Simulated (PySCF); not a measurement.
C2H3O (SMILES [CH2-]C=O), charge -1, singlet, at a GFN2-xTB geometry; DF-CAMB3LYP/aug-cc-pVDZ in PySCF.

Here is a job for PySCF.
```python
from pyscf import gto, scf, dft
import numpy

mol = gto.Mole()
mol.atom = '''
    O     1.14119970    0.27275617   -0.37828883
    C     0.01399973    0.30902939    0.19007090
    H    -0.19132679    1.20747699    0.86167798
    C    -1.01879722   -0.56413534    0.13347947
    H    -1.93523585   -0.39299447    0.68579554
    H    -0.97425000   -1.46589618   -0.46246509
'''
mol.basis = 'aug-cc-pvdz'
mol.charge = -1
mol.verbose = 4
mol.cart = True
mol.build()
print('smallest overlap eigenvalue', numpy.linalg.eigvalsh(mol.intor('int1e_ovlp'))[0])

mf = dft.RKS(mol)
mf.xc = 'camb3lyp'
mf = mf.density_fit(auxbasis='def2-universal-jkfit')
mf.kernel()
mf.analyze()
```

What the program printed (banner, timings and long lists left out):

```
PySCF version 2.14.0

[INPUT] verbose = 4
[INPUT] num. atoms = 6
[INPUT] num. electrons = 24
[INPUT] charge = -1
[INPUT] spin (= nelec alpha-beta = 2S) = 0
[INPUT] symmetry False subgroup None
[INPUT] Mole.unit = angstrom
[INPUT] Cartesian GTO integrals (6d 10f)
[INPUT] Symbol           X                Y                Z      unit          X                Y                Z       unit  Magmom
[INPUT]  1 O      1.141199700000   0.272756170000  -0.378288830000 AA    2.156554886436   0.515434460085  -0.714862284682 Bohr   0.0
[INPUT]  2 C      0.013999730000   0.309029390000   0.190070900000 AA    0.026455655518   0.583980911541   0.359181945250 Bohr   0.0
[INPUT]  3 H     -0.191326790000   1.207476990000   0.861677980000 AA   -0.361555233392   2.281800812814   1.628335389768 Bohr   0.0
[INPUT]  4 C     -1.018797220000  -0.564135340000   0.133479470000 AA   -1.925247722268  -1.066061289788   0.252239641552 Bohr   0.0
[INPUT]  5 H     -1.935235850000  -0.392994470000   0.685795540000 AA   -3.657065742940  -0.742651916769   1.295965748048 Bohr   0.0
[INPUT]  6 H     -0.974250000000  -1.465896180000  -0.462465090000 AA   -1.841065676858  -2.770142307246  -0.873932362272 Bohr   0.0

nuclear repulsion = 63.613097532359
number of shells = 39
number of NR pGTOs = 144
number of NR cGTOs = 102
basis = aug-cc-pvdz
ecp = {}
smallest overlap eigenvalue 1.6302448923166203e-05

******** <class 'pyscf.df.df_jk.DFRKS'> ********
method = DFRKS
initial guess = minao
damping factor = 0
level_shift factor = 0
DIIS = <class 'pyscf.scf.diis.CDIIS'>
diis_start_cycle = 1
diis_space = 8
diis_damp = 0
SCF conv_tol = 1e-09
SCF conv_tol_grad = None
SCF max_cycles = 50
direct_scf = False
XC library pyscf.dft.libxc version 7.1.2
    S. Lehtola, C. Steigemann, M. J. T. Oliveira, and M. A. L. Marques,  SoftwareX 7, 1–5 (2018)
XC functionals = camb3lyp
    T. Yanai, D. P. Tew, and N. C. Handy,  Chem. Phys. Lett. 393, 51 (2004)
radial grids:
    Treutler-Ahlrichs [JCP 102, 346 (1995); DOI:10.1063/1.469408] (M4) radial grids

becke partition: Becke, JCP 88, 2547 (1988); DOI:10.1063/1.454033
pruning grids: <function nwchem_prune>
grids dens level: 3
symmetrized grids: False
atomic radii adjust function: <function treutler_atomic_radii_adjust>
small_rho_cutoff = 0
Set gradient conv threshold to 3.16228e-05
Initial guess from minao.
tot grids = 71744
******** <class 'pyscf.df.df.DF'> ********
auxbasis = def2-universal-jkfit
Create RSH-DF object <pyscf.df.df.DF object> for omega=0.33
******** <class 'pyscf.df.df.DF'> ********
auxbasis = auxmol.basis = def2-universal-jkfit
init E= -153.380376995825
  HOMO = -0.262725293930735  LUMO = -0.007628056338568  gap/eV = 6.94155
cycle= 1 E= -153.018111277695  delta_E= 0.362  |g|= 0.86  |ddm|= 4.49
  HOMO = 0.127544091078583  LUMO = 0.144913393728197  gap/eV = 0.47264
cycle= 2 E= -151.236620915648  delta_E= 1.78  |g|= 2.43  |ddm|= 63.9
  HOMO = -0.0673026236273415  LUMO = 0.126587378322089  gap/eV = 5.27602
cycle= 3 E= -153.154572233745  delta_E= -1.92  |g|= 0.337  |ddm|= 63.9
  HOMO = -0.0645146218494262  LUMO = 0.129555385392507  gap/eV = 5.28091
cycle= 4 E= -153.181791074531  delta_E= -0.0272  |g|= 0.158  |ddm|= 0.711
  HOMO = -0.0382405564080628  LUMO = 0.13603459696338  gap/eV = 4.74227
cycle= 5 E= -153.188170903586  delta_E= -0.00638  |g|= 0.0141  |ddm|= 0.387
  HOMO = -0.0400145192018115  LUMO = 0.138449603923482  gap/eV = 4.85626
cycle= 6 E= -153.188280384505  delta_E= -0.000109  |g|= 0.00717  |ddm|= 0.126
  HOMO = -0.0396824182543494  LUMO = 0.138723648648318  gap/eV = 4.85468
cycle= 7 E= -153.188299200906  delta_E= -1.88e-05  |g|= 0.00321  |ddm|= 0.0354
  HOMO = -0.0403775468405012  LUMO = 0.138778537981174  gap/eV = 4.87509
cycle= 8 E= -153.188304098037  delta_E= -4.9e-06  |g|= 0.00102  |ddm|= 0.0176
  HOMO = -0.0403005876084457  LUMO = 0.138799943930266  gap/eV = 4.87357
cycle= 9 E= -153.188304802014  delta_E= -7.04e-07  |g|= 0.000204  |ddm|= 0.00858
  HOMO = -0.0402879854098881  LUMO = 0.138799570163  gap/eV = 4.87322
cycle= 10 E= -153.188304844084  delta_E= -4.21e-08  |g|= 7.54e-05  |ddm|= 0.00336
  HOMO = -0.0402740240686992  LUMO = 0.138800462329218  gap/eV = 4.87286
cycle= 11 E= -153.188304847783  delta_E= -3.7e-09  |g|= 1.16e-05  |ddm|= 0.00102
  HOMO = -0.0402731317517979  LUMO = 0.138800048598204  gap/eV = 4.87283
cycle= 12 E= -153.1883048479  delta_E= -1.17e-10  |g|= 2.19e-06  |ddm|= 0.000163
  HOMO = -0.0402731802627461  LUMO = 0.138800210944568  gap/eV = 4.87284
Extra cycle  E= -153.188304847905  delta_E= -4.97e-12  |g|= 2.48e-06  |ddm|= 3.01e-05
converged SCF energy = -153.188304847905
**** SCF Summaries ****
Total Energy =                        -153.188304847904504
Nuclear Repulsion Energy =              63.613097532359028
One-electron Energy =                 -339.312193502219259
Two-electron Energy =                  122.510791121955705
Two-electron Coulomb Energy =          143.161870448521000
DFT Exchange-Correlation Energy =      -20.651079326565299
HOMO-LUMO gap [eV] =                     4.872835174052706
**** MO energy ****
MO #1   energy= -18.9443862120953  occ= 2
MO #2   energy= -10.0939202097072  occ= 2
MO #3   energy= -10.0136097908274  occ= 2
MO #4   energy= -0.845549605142514 occ= 2
MO #5   energy= -0.587457639597401 occ= 2
MO #6   energy= -0.401589872300143 occ= 2
MO #7   energy= -0.314540374814859 occ= 2
MO #8   energy= -0.266180911967812 occ= 2
MO #9   energy= -0.216160319023602 occ= 2
MO #10  energy= -0.209287503213495 occ= 2
MO #11  energy= -0.0771222786452714 occ= 2
MO #12  energy= -0.0402731802627461 occ= 2
MO #13  energy= 0.138800210944568  occ= 0
MO #14  energy= 0.14481321804962   occ= 0
MO #15  energy= 0.154580475340539  occ= 0
MO #16  energy= 0.2157155990866    occ= 0
MO #17  energy= 0.230342814870626  occ= 0
MO #18  energy= 0.233303176564676  occ= 0
MO #19  energy= 0.234847249641381  occ= 0
MO #20  energy= 0.260078904613176  occ= 0
 ** Mulliken pop on meta-lowdin orthogonal AOs  **
 ** Mulliken pop  **
 ** Mulliken atomic charges  **
charge of    0O =     -0.70393
charge of    1C =      0.17995
charge of    2H =     -0.02221
charge of    3C =     -0.56386
charge of    4H =      0.05294
charge of    5H =      0.05711

WARN: System has nonzero charge -1; the dipole moment is origin-dependent.
Location of origin: [0. 0. 0.]

Dipole moment(X, Y, Z, Debye): -1.39004,  0.17654,  0.78483
```
